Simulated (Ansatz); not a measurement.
Stepwise reaction of `[CH3][W]([CH3])(=[S])=[S]` with water, as a gas-phase model of exchange steps in deposition or etching. ΔE in kJ/mol; ΔG adds harmonic PBE0-D4 terms to CCSD(T)/CBS, at 1 bar.

Gas-phase electronic energies from Ansatz, PBE0-D4/def2-TZVP geometries. CCSD(T)/CBS is the MP2 limit (def2-TZVPP, def2-QZVPP) plus CCSD(T) − MP2 in def2-TZVPP, frozen cores. This one scheme is used for every species. Functionals use def2-TZVPP. B3LYP here is the variant with VWN-RPA as its local correlation; programs differ in this. def2 core potentials past Kr. For W outer-core shells are correlated without core-valence functions, which leaves a few kJ/mol of doubt a bond. Each species was taken in one conformer, which may not be the lowest.

```json
{"step": "2", "reaction": "`[CH3][W]([OH])(=[S])=[S]` + H₂O → `[OH][W]([OH])(=[S])=[S]` + CH₄", "PBE-D4": "-110.6", "B3LYP-D4": "-113.0", "ωB97M-V": "-106.4", "CCSD(T)/CBS": "-97.6", "ΔG(500 K)": "-90.6"}
```

Task: Give the row of step 1, `[CH3][W]([CH3])(=[S])=[S]` + H₂O → `[CH3][W]([OH])(=[S])=[S]` + CH₄. (Estimate.)

Result: Ansatz gave: 
| step | reaction | PBE-D4 | B3LYP-D4 | ωB97M-V | CCSD(T)/CBS | ΔG(500 K) |
| --- | --- | --- | --- | --- | --- | --- |
| 1 | `[CH3][W]([CH3])(=[S])=[S]` + H₂O → `[CH3][W]([OH])(=[S])=[S]` + CH₄ | -131.6 | -136.5 | -134.0 | -125.8 | -114.7 |

Task: By hand: ΔE of the 2 steps together at CCSD(T)/CBS.

Result: (-125.8) + (-97.6) = -223.4 kJ/mol, or -111.7 kJ/mol a step.

In ΔE each step is higher than the one before. All are downhill at CCSD(T)/CBS. ΔG lies between -114.7 and -90.6 kJ/mol a step. PBE-D4 differs from CCSD(T)/CBS by -13.0 to -5.8 kJ/mol a step. Only this route is followed, and other bonds may react first. Isolated molecules leave out the surface, adducts and barriers. Largest T1 diagnostic: 0.023.
